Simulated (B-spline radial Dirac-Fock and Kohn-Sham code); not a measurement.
## Isotope-shift constants of the inner levels of Zr

System: the free zirconium atom, 1s2 2s2 2p6 3s2 3p6 3d10 4s2 4p6 4d2 5s2.

The computed values come from an atomic code on a B-spline grid: first-order field-shift and mass-shift constants from Dirac-Fock ground and hole states with a Fermi nucleus; the mass shift has no relativistic recoil terms. A binding energy shifts by δE = F·δ⟨r²⟩ + (K_N + K_S)·δ(1/M); F is taken for a change of radius at fixed skin thickness and so holds the higher radial moments.

```csv
level,F (meV/fm²),K_N (meV u),K_S (meV u)
K (1s),-25.45,-9903,4398
L1 (2s),-2.719,-1399,-186.3
L2 (2p1/2),0.1718,-1273,1605
L3 (2p3/2),0.2011,-1226,1483
M1 (3s),-0.4650,-243.2,-115.4
M2 (3p1/2),0.04334,-195.8,180.3
M3 (3p3/2),0.04890,-188.1,149.1
M4 (3d3/2),0.04121,-104.8,154.5
M5 (3d5/2),0.04072,-103.4,151.4
```

Line shifts in meV from A = 90 (mass 89.9047 u, rms radius 4.2694 fm); radii from Angeli and Marinova (2013).

```
  A  mass (u)  radius (fm)     Kα1     Kα2     Kβ1    Lα1
 87   86.9148       4.2789   -4.29   -4.31   -4.16  +0.09
 88   87.9102       4.2787   -3.49   -3.51   -3.41  +0.07
 91   90.9056       4.2845   -2.61   -2.59   -2.62   0.00
 94   93.9063        4.332  -11.08  -11.03  -11.14  -0.01
 96   95.9083       4.3512  -14.08  -14.01  -14.18  -0.03
 97   96.9110       4.3792       ?       ?       ?      ?
 98   97.9127       4.4012  -24.08  -23.97  -24.17  -0.01
 99   98.9167       4.4156  -26.74  -26.62  -26.84  -0.01
100   99.9180       4.4891  -42.94  -42.80  -42.98  +0.08
101  100.9215       4.5119  -47.63  -47.48  -47.67  +0.09
```

**Question.** What are the shifts for A = 97?

**Answer.** Kα1 -19.73 meV (field -24.36, mass +4.63); Kα2 -19.64 meV (field -24.33, mass +4.69); Kβ1 -19.82 meV (field -24.22, mass +4.40); Lα1 -0.02 meV (field +0.15, mass -0.17).
